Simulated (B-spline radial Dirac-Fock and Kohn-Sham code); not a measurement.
## Auger decay of the 4p1/2 hole in Sm

System: neutral samarium, configuration 1s2 2s2 2p6 3s2 3p6 3d10 4s2 4p6 4d10 4f6 5s2 5p6 5d2 (not the ground configuration).

Input of the calculation (task.json; shells as n, l, electrons):

```json
{"items": [{
  "Z": 62,
  "q": 0,
  "cfg": [[1, 0, 2], [2, 0, 2], [2, 1, 6], [3, 0, 2], [3, 1, 6], [3, 2, 10], [4, 0, 2], [4, 1, 6], [4, 2, 10], [4, 3, 6], [5, 0, 2], [5, 1, 6], [5, 2, 2]],
  "A": 152,
  "rrms": 5.0819,
  "do": ["binding", "quiet", "decay"],
  "holes": ["K", "L1", "L2", "L3", "M1", "M2", "M3", "M4", "M5", "N1", "N2", "N3", "N4", "N5"]
}]}
```

Command: `python xray_run.py task.json out`

Level of theory: independent-particle radiative and Coulomb Auger rates from relativistic LDA hole-state orbitals, with Dirac-Fock energies; a radial B-spline solver. Kinetic energies are configuration averages from the vacuum level; the two-hole energies are estimated from single-hole states.

```
transition  kinetic energy (eV)  width (meV)  share (%)
   N2-N5N5                 2.45          130        1.8
   N2-N3N6                10.72          361        5.0
   N2-N3N7                11.52          295        4.1
   N2-N4O1                88.87          510        7.1
   N2-N5O1                93.58         82.1        1.1
   N2-N4O2                110.7          351        4.9
   N2-N4O3                114.3          649        9.1
   N2-N5O2                115.2          331        4.6
   N2-N5O3                119.1         76.0        1.1
   N2-N4N7                131.3         2330       32.6
   N2-N4N6                131.6         1110       15.5
   N2-N5N6                135.5          286        4.0
   N2-N5N7                136.7         75.1        1.0
   N2-N4O4                137.6         33.3        0.5
   N2-N4O5                137.6         65.4        0.9
   N2-N6O1                225.4         22.7        0.3
   N2-O2O3                227.1         33.5        0.5
   N2-N6O2                247.1         79.9        1.1
   N2-N7O2                247.6          131        1.8
   N2-N6O3                250.7         27.8        0.4
   N2-N6N7                268.5         60.7        0.8
```

Coster-Kronig rates are the weakest part of this model and often come out 1.5 to 2.5 times too large. Super-Coster-Kronig decay this fast strains the one-particle picture, and such widths tend to come out too large. The listed channels hold 98 % of the non-radiative rate. Summed by principal shells, of 7.17 eV in all: NNN 65.0 %, NNO 33.9 %, NOO 1.1 %.
